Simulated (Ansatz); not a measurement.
```xyz
8

C     0.881    0.241   -0.536
Ge   -0.687   -0.309    0.430
F    -2.082    0.283   -0.406
F    -0.715    0.524    1.948
H     1.779   -0.056    0.007
H     0.891   -0.218   -1.526
H     0.868    1.326   -0.643
H    -0.935   -1.790    0.726
```

Total charge 0; spin multiplicity 1.

**Question.** List the ωB97M-V/def2-TZVPP orbital energies in eV (the Gaussian-basis code of Ansatz). (An estimate is asked.)

**Answer.** Ansatz gave: Occupied: -10867.80, -1363.51, -1211.26, -1211.25, -1211.22, -676.85, -676.85, -281.97, -175.45, -124.75, -124.71, -124.62, -38.07, -37.76, -37.46, -37.46, -37.43, -34.97, -34.31, -23.12, -18.46, -15.53, -15.39, -14.82, -14.48, -14.32, -13.92, -13.66, -13.30, -11.69. Lowest empty: 2.35, 2.51, 2.82, 3.36, 4.33, 4.47, 5.64, 6.30.
